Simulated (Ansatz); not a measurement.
Diatomic Sb2, closed-shell singlet (the spin of the measured ground state). No spin–orbit coupling.

D_e counts from the fitted minimum to each atom's lowest state at the same level, without counterpoise. The singlet is restricted.

Correlated levels freeze the inner cores; with def2 sets outer-core shells near the valence are correlated too. CBS(a, b) extrapolates the correlation energy as X⁻³ and adds the Hartree–Fock energy of set b.

The values were computed with Ansatz (Gaussian basis) for Hartree–Fock, density functionals and correlated methods.  In def2 rows elements past Kr take small-core potentials, without spin–orbit coupling.

PBE/def2-TZVPP gives 74.12 kcal/mol for the bond energy D_e.

**Question.** How do the other levels lie against it? Give each less PBE: r2SCAN/def2-TZVPP, B3LYP/def2-TZVPP, wB97M-V/def2-TZVPP, B2PLYP/def2-TZVPP, CCSD(T)/CBS(def2-TZVPP, def2-QZVPP).

**Answer.** r2SCAN/def2-TZVPP -10.78; B3LYP/def2-TZVPP -4.74; wB97M-V/def2-TZVPP -16.47; B2PLYP/def2-TZVPP -3.77; CCSD(T)/CBS(def2-TZVPP, def2-QZVPP) -1.93 kcal/mol. 0 of 5 lie above PBE; the widest gap is to wB97M-V/def2-TZVPP.

Doubts at one or more of the structures used: a restricted determinant that unrestricted orbitals would lower (B2PLYP/def2-TZVPP, CCSD(T)/CBS(def2-TZVPP, def2-QZVPP)).

Ansatz is a quantum-chemistry and plane-wave program.
